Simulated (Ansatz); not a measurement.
Isolated molecules relaxed with PBE0-D4/def2-TZVP in Ansatz; ΔE leaves out vibrations. CBS: MP2 limit from def2 TZ/QZ plus the TZ coupled-cluster correction, frozen cores. Each species was taken in one conformer, which may not be the lowest.

Consider the redistribution: `C=C=C[SiH2]C` + `F[Si]1([SiH3])CS1` → `C=C=C[SiH2][SiH3]` + `C[Si]1(F)CS1`.

```tsv
species	MP2/def2-TZVPP energy (Eh)
`C=C=C[SiH2]C`	-445.86133
`F[Si]1([SiH3])CS1`	-1116.60128
`C=C=C[SiH2][SiH3]`	-696.85043
`C[Si]1(F)CS1`	-865.61355
```

Task: Work out ΔE.

Result: ΔE = (-696.85043) + (-865.61355) − (-445.86133) − (-1116.60128) = -0.00137 Eh = -3.6 kJ/mol. CCSD(T)/CBS gives -3.8 kJ/mol.

Largest T1 diagnostic among the species: 0.013.
